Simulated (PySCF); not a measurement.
C5H3FOP2.
Numbering: `[O:1]=[CH:2][c:3]1[p:4][cH:5][p:6][cH:7][c:8]1[F:9]` (hydrogens: H10 on C2; H11 on C5; H12 on C7)

The same species was optimised twice, with GFN2-xTB and with PBE0-D3(BJ)/def2-SVP (PySCF), and the same property calculations (PySCF, gas phase) were run on both structures.

| coordinate | GFN2-xTB | PBE0-D3(BJ)/def2-SVP | change |
| --- | --- | --- | --- |
| C2–C3 (Å) | 1.460 | 1.487 | +0.027 |
| C8–F9 (Å) | 1.355 | 1.337 | -0.018 |
| C7–C8 (Å) | 1.374 | 1.389 | +0.015 |
| P6–C7 (Å) | 1.736 | 1.728 | -0.008 |
| P4–C5 (Å) | 1.729 | 1.722 | -0.007 |
| C3–C8 (Å) | 1.392 | 1.398 | +0.006 |
| C5–P6 (Å) | 1.730 | 1.732 | +0.002 |
| O1=C2 (Å) | 1.209 | 1.206 | -0.003 |
| C3–P4 (Å) | 1.758 | 1.755 | -0.003 |
| C2–C3–P4 (°) | 111.2 | 114.8 | +3.6 |
| C2–C3–C8 (°) | 122.0 | 119.1 | -2.9 |
| O1–C2–C3 (°) | 121.3 | 123.2 | +1.9 |
| C3–P4–C5 (°) | 101.9 | 103.2 | +1.3 |
| P4–C3–C8 (°) | 126.9 | 126.0 | -0.9 |
| P6–C7–C8 (°) | 127.1 | 127.8 | +0.7 |
| P4–C5–P6 (°) | 133.0 | 132.4 | -0.6 |
| C3–C8–C7 (°) | 128.5 | 127.9 | -0.6 |
| O1–C2–C3–P4 (°) | 0 | -3 | -3 |

Rotational constants: A = 1846, B = 1067, C = 676.1 MHz (GFN2-xTB) against A = 1871, B = 1039, C = 667.9 MHz (PBE0-D3(BJ)/def2-SVP).

On the GFN2-xTB structure: lowest singlet, TDDFT (eV) 3.25 [CAM-B3LYP/def2-SVPD]; lowest triplet, Tamm–Dancoff (eV) 2.58 [CAM-B3LYP/def2-SVPD]; isotropic polarisability (au) 110.2 [CAM-B3LYP/def2-SVPD]; HOMO (eV) -8.98 [CAM-B3LYP/def2-SVPD]; LUMO (eV) -2.26 [CAM-B3LYP/def2-SVPD]; dipole (D) 2.99 [CAM-B3LYP/def2-SVPD]; HOMO (eV) -7.64 [PBE0/pcSseg-1]; LUMO (eV) -3.28 [PBE0/pcSseg-1]; dipole (D) 2.77 [PBE0/pcSseg-1]; GIAO shielding of O1 (ppm) -330.6 [PBE0/pcSseg-1]; GIAO shielding of C2 (ppm) -6.5 [PBE0/pcSseg-1]; GIAO shielding of C3 (ppm) 30.4 [PBE0/pcSseg-1]; GIAO shielding of P4 (ppm) 1.9 [PBE0/pcSseg-1]; GIAO shielding of C5 (ppm) -6.2 [PBE0/pcSseg-1]; GIAO shielding of P6 (ppm) 3.1 [PBE0/pcSseg-1]; GIAO shielding of C7 (ppm) 37.5 [PBE0/pcSseg-1]; GIAO shielding of C8 (ppm) 11.9 [PBE0/pcSseg-1].

**Question.** What do these properties become on the PBE0-D3(BJ)/def2-SVP structure?

**Answer.** 
```json
{"property": "lowest singlet, TDDFT (eV)", "level": "CAM-B3LYP/def2-SVPD", "on GFN2-xTB": "3.25", "on PBE0-D3(BJ)/def2-SVP": "3.37", "change": "+0.12"}
{"property": "lowest triplet, Tamm–Dancoff (eV)", "level": "CAM-B3LYP/def2-SVPD", "on GFN2-xTB": "2.58", "on PBE0-D3(BJ)/def2-SVP": "2.66", "change": "+0.08"}
{"property": "isotropic polarisability (au)", "level": "CAM-B3LYP/def2-SVPD", "on GFN2-xTB": "110.2", "on PBE0-D3(BJ)/def2-SVP": "110.6", "change": "+0.4"}
{"property": "HOMO (eV)", "level": "CAM-B3LYP/def2-SVPD", "on GFN2-xTB": "-8.98", "on PBE0-D3(BJ)/def2-SVP": "-9.02", "change": "-0.04"}
{"property": "LUMO (eV)", "level": "CAM-B3LYP/def2-SVPD", "on GFN2-xTB": "-2.26", "on PBE0-D3(BJ)/def2-SVP": "-2.20", "change": "+0.06"}
{"property": "dipole (D)", "level": "CAM-B3LYP/def2-SVPD", "on GFN2-xTB": "2.99", "on PBE0-D3(BJ)/def2-SVP": "3.16", "change": "+0.17"}
{"property": "energy, GFN2-xTB geometry as zero (kcal/mol)", "level": "CAM-B3LYP/def2-SVPD", "on GFN2-xTB": "0.0", "on PBE0-D3(BJ)/def2-SVP": "-1.3", "change": "-1.3"}
{"property": "HOMO (eV)", "level": "PBE0/pcSseg-1", "on GFN2-xTB": "-7.64", "on PBE0-D3(BJ)/def2-SVP": "-7.70", "change": "-0.06"}
{"property": "LUMO (eV)", "level": "PBE0/pcSseg-1", "on GFN2-xTB": "-3.28", "on PBE0-D3(BJ)/def2-SVP": "-3.22", "change": "+0.06"}
{"property": "dipole (D)", "level": "PBE0/pcSseg-1", "on GFN2-xTB": "2.77", "on PBE0-D3(BJ)/def2-SVP": "2.93", "change": "+0.16"}
{"property": "energy, GFN2-xTB geometry as zero (kcal/mol)", "level": "PBE0/pcSseg-1", "on GFN2-xTB": "0.0", "on PBE0-D3(BJ)/def2-SVP": "-1.0", "change": "-1.0"}
{"property": "GIAO shielding of O1 (ppm)", "level": "PBE0/pcSseg-1", "on GFN2-xTB": "-330.6", "on PBE0-D3(BJ)/def2-SVP": "-338.1", "change": "-7.5"}
{"property": "GIAO shielding of C2 (ppm)", "level": "PBE0/pcSseg-1", "on GFN2-xTB": "-6.5", "on PBE0-D3(BJ)/def2-SVP": "-6.5", "change": "0.0"}
{"property": "GIAO shielding of C3 (ppm)", "level": "PBE0/pcSseg-1", "on GFN2-xTB": "30.4", "on PBE0-D3(BJ)/def2-SVP": "30.4", "change": "0.0"}
{"property": "GIAO shielding of P4 (ppm)", "level": "PBE0/pcSseg-1", "on GFN2-xTB": "1.9", "on PBE0-D3(BJ)/def2-SVP": "8.0", "change": "+6.1"}
{"property": "GIAO shielding of C5 (ppm)", "level": "PBE0/pcSseg-1", "on GFN2-xTB": "-6.2", "on PBE0-D3(BJ)/def2-SVP": "-3.4", "change": "+2.8"}
{"property": "GIAO shielding of P6 (ppm)", "level": "PBE0/pcSseg-1", "on GFN2-xTB": "3.1", "on PBE0-D3(BJ)/def2-SVP": "6.6", "change": "+3.5"}
{"property": "GIAO shielding of C7 (ppm)", "level": "PBE0/pcSseg-1", "on GFN2-xTB": "37.5", "on PBE0-D3(BJ)/def2-SVP": "36.1", "change": "-1.4"}
{"property": "GIAO shielding of C8 (ppm)", "level": "PBE0/pcSseg-1", "on GFN2-xTB": "11.9", "on PBE0-D3(BJ)/def2-SVP": "10.3", "change": "-1.6"}
```

The heavy atoms differ by 0.050 Å rms after alignment. Among bonds between heavy atoms C2–C3 changes most (+0.027 Å). Changes are differences of the printed values. Neither structure is proved a minimum here.

The values belong to the conformer `[O:1]=[CH:2][c:3]1[p:4][cH:5][p:6][cH:7][c:8]1[F:9]`: O1–C2–C3–P4 -3°.
